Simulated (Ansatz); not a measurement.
Input and output for the cluster Ag3⁺.

```yaml
crystal:
  periodic: [false, false, false]
  atoms:
    - {symbol: Ag, position_ang: [-0.943701, 1.169472, -0.477508]}
    - {symbol: Ag, position_ang: [1.548655, 0.251091, 0.157694]}
    - {symbol: Ag, position_ang: [-0.604964, -1.420563, 0.319813]}
basis:
  gaussian: {orbitals: def2-SVP, nuclear_model: gaussian}
total_charge: 1
magnetization: {spin_polarized: true, initial_magnetization: 2}
hamiltonian: {xc: {name: HF}}
correlation: {method: mp2, frozen_orbitals: {Ag: 0}}
scf: {omitted_lower_state_checks: [starts]}
```

```sh
$ ansatz run in.yaml --threads 4 --pin off --events-out ev --progress --plain --max-ram 3916MiB
```

It prints (some lines left out):

```
Functional definition: HF
984 factors; integrals over basis functions are off by at most 5.5e-4 eV
mean field evaluation 1: about -11912.3676 eV, gradient 3.8e1 eV
mean field evaluation 2: about -11912.6275 eV, gradient 3.8e1 eV
mean field evaluation 4: about -11919.0514 eV, gradient 1.8e0 eV
mean field evaluation 8: about -11919.2085 eV, gradient 4.6e-1 eV
mean field evaluation 16: about -11919.2163 eV, gradient 4.2e-5 eV
mean field evaluation 32: about -11919.1987 eV, gradient 1.4e0 eV
mean field -11919.21637830 eV, -438.0231227675 hartree, gradient 1.2e-10 eV, S^2 2.013452; 1 other end points of the search recorded, 0 dependent functions left out
reference -11919.21637830 eV, -438.0231227675 hartree; 29, 27 occupied and 64, 66 virtual orbitals, 984 factors
second order -26.59083686 eV of doubles, -0.00000000 eV of singles
Total energy: -11945.80721516 eV, -439.0003179983 hartree
Checks for a lower state left out: starts
```

It took 1.7 s on 4 threads of Intel Xeon 6975P-C on a shared host.

In the def2 sets Ag takes a core potential; there is no spin–orbit coupling. Correlated methods freeze no core orbitals; core or outer-core shells of Ag are correlated, in sets that lack core-valence functions.
